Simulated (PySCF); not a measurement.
From one molecule to another.

First species: C5H2F6.
InChI=1S/C5H2F6/c1-2-3(4(6,7)8)5(9,10)11/h1H2

Second species: C2H5NOSSi.
SMILES: `CS[Si@@H](O)C#N`

Levels: PBE0/def2-SVPD for dipole moment, HOMO energy, LUMO energy, HOMO–LUMO gap, static isotropic polarisability and electronic spatial extent ⟨r²⟩ about the centre of nuclear charge; TDDFT PBE0/def2-SVPD for lowest singlet excitation; TDA PBE0/def2-SVPD for lowest triplet excitation (Tamm–Dancoff); GFN2-xTB for rotational constant A and rotational constant C. Geometries: GFN2-xTB. Each structure is a single optimised conformer of the isolated species, non-relativistic unless stated; the electronic structure was computed with PySCF and density fitting.

The conformers computed, where there is a choice (atom-mapped SMILES and torsion angles):
- `[CH2:1]=[C:2]=[C:3]([C:4]([F:5])([F:6])[F:7])[C:8]([F:9])([F:10])[F:11]`: C2–C3–C4–F5 -99°, C2–C3–C8–F9 20°
- `[CH3:1][S:2][Si@@H:3]([OH:4])[C:5]#[N:6]`: C1–S2–Si3–O4 -173°, H–O4–Si3–S2 28°

Values for the first species:

* Dipole moment: 3.63 D
* HOMO energy: -9.22 eV
* LUMO energy: -1.45 eV
* HOMO–LUMO gap: 7.77 eV
* Lowest singlet excitation: 5.83 eV
* Lowest triplet excitation (Tamm–Dancoff): 4.52 eV
* Static isotropic polarisability: 66.6 au
* Electronic spatial extent ⟨r²⟩ about the centre of nuclear charge: 1504 bohr²
* Rotational constant A: 1.351 GHz
* Rotational constant C: 0.741 GHz

Question: Estimate the same properties for the second species, and the change in each.

Answer: 
| property | first | second | second less first |
| --- | --- | --- | --- |
| dipole moment | 3.63 D | 2.73 D | -0.90 D |
| HOMO energy | -9.22 eV | -7.48 eV | +1.74 eV |
| LUMO energy | -1.45 eV | -1.28 eV | +0.17 eV |
| HOMO–LUMO gap | 7.77 eV | 6.20 eV | -1.57 eV |
| lowest singlet excitation | 5.83 eV | 4.85 eV | -0.98 eV |
| lowest triplet excitation (Tamm–Dancoff) | 4.52 eV | 4.63 eV | +0.11 eV |
| static isotropic polarisability | 66.6 au | 75.8 au | +9.2 au |
| electronic spatial extent ⟨r²⟩ about the centre of nuclear charge | 1504 bohr² | 935 bohr² | -569 bohr² |
| rotational constant A | 1.351 GHz | 2.655 GHz | +1.304 GHz |
| rotational constant C | 0.741 GHz | 1.252 GHz | +0.511 GHz |

On the first: The dipole matches unit charges of opposite sign 0.76 Å apart (1 e·Å = 4.8032 D). A dipole of 3.63 D is allowed in C2, and pure rotational transitions are dipole-allowed.

On the second: The vertical singlet–triplet gap S1 − T1 is 0.22 eV (TDDFT singlet less Tamm–Dancoff triplet; S1: HOMO→LUMO, weight 0.97; T1: HOMO→LUMO, weight 0.92). The polarisability is 11.23 Å³ as a volume (1 au = 0.148185 Å³), or 1.22 au for each of the 62 electrons.
